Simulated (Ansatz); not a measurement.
Saddle point of SiH2SF4, singlet (SiF₄ ([F][Si]([F])([F])[F]) + H₂S → SiHSF₃ ([F][Si]([F])([F])[SH]) + HF; bonds formed: Si1–S7, F2–H6; bonds broken: Si1–F2, H6–S7), PBE0-D4/def2-TZVP structure:

```json
{"atom": "Si1", "x (Å)": "-0.4285", "y (Å)": "0.1082", "z (Å)": "-0.5612"}
{"atom": "F2", "x (Å)": "-0.4738", "y (Å)": "-1.4078", "z (Å)": "0.5076"}
{"atom": "F3", "x (Å)": "-0.1698", "y (Å)": "1.5464", "z (Å)": "-1.2173"}
{"atom": "F4", "x (Å)": "-2.0043", "y (Å)": "0.1281", "z (Å)": "-0.5187"}
{"atom": "F5", "x (Å)": "0.3049", "y (Å)": "-0.7694", "z (Å)": "-1.6517"}
{"atom": "H6", "x (Å)": "0.2009", "y (Å)": "-0.7744", "z (Å)": "1.3034"}
{"atom": "S7", "x (Å)": "0.6891", "y (Å)": "0.7046", "z (Å)": "1.3576"}
{"atom": "H8", "x (Å)": "1.8813", "y (Å)": "0.4644", "z (Å)": "0.7803"}
```

Energies are electronic, without zero-point energy. Barriers and step energies count from the start structure reached by relaxing down the imaginary mode; all methods use the PBE0-D4 structures, on which another method's saddle can fall below an end. Computed with Ansatz 0.2.0 (basis: def2-TZVPP, with def2-QZVPP for the basis limit); correlated methods freeze the cores. B3LYP uses VWN-RPA correlation. Extrapolation: Hartree–Fock as exp(−7.88 √X), correlation as X^−2.97.

| method | barrier (kJ/mol) | step energy (kJ/mol) |
| --- | --- | --- |
| SPW92 | 106.8 | 70.0 |
| PBE-D4 | 144.7 | 68.4 |
| BLYP-D4 | 173.1 | 81.6 |
| r2SCAN-D4 | 165.2 | 87.3 |
| B97M-V | 189.4 | 93.4 |
| PBE0-D4 | 167.7 | 75.7 |
| B3LYP-D4 | 188.4 | 87.3 |
| r2SCAN0-D4 | 180.7 | 89.4 |
| BHLYP-D4 | ? | 97.1 |
| CAM-B3LYP-D4 | 189.8 | 93.3 |
| wB97X-V | 184.1 | 87.1 |
| wB97M-V | 181.5 | 88.3 |
| B2PLYP | ? | 91.1 |
| PBE-QIDH | 185.1 | 84.0 |
| RPA on PBE | 198.9 | 96.1 |
| HF | ? | 115.9 |
| MP2 | 191.3 | 87.7 |
| CCSD | 215.0 | 97.3 |
| CCSD(T) | 199.9 | 92.6 |

Problem. Fill in the withheld barriers. (Judge from chemistry; the value comes from the calculation.)

Solution. Computed: BHLYP-D4 213.9; B2PLYP 194.4; HF 281.0 kJ/mol. Each is the energy of the saddle less that of the start structure, by the same method.

For comparison, the barrier by CCSD(T) at an estimated basis limit (MP2 extrapolated from triple and quadruple zeta, plus CCSD(T) − MP2 in triple zeta) is 194.3 kJ/mol.

The T1 diagnostic stays at or below 0.013.

Labels in which every atom is bracketed show which atoms are joined, not bond orders.

For scale, one of the runs: CCSD(T)/def2-TZVPP, 236 basis functions, launched by `ansatz run in.yaml --threads 8 --pin off --events-out ev --progress --plain --max-ram 19148MiB`. The run took 2.3 min on 8 CPU threads of an Arm Neoverse V1 (shared host), with 4.7 GiB of host memory at its peak.
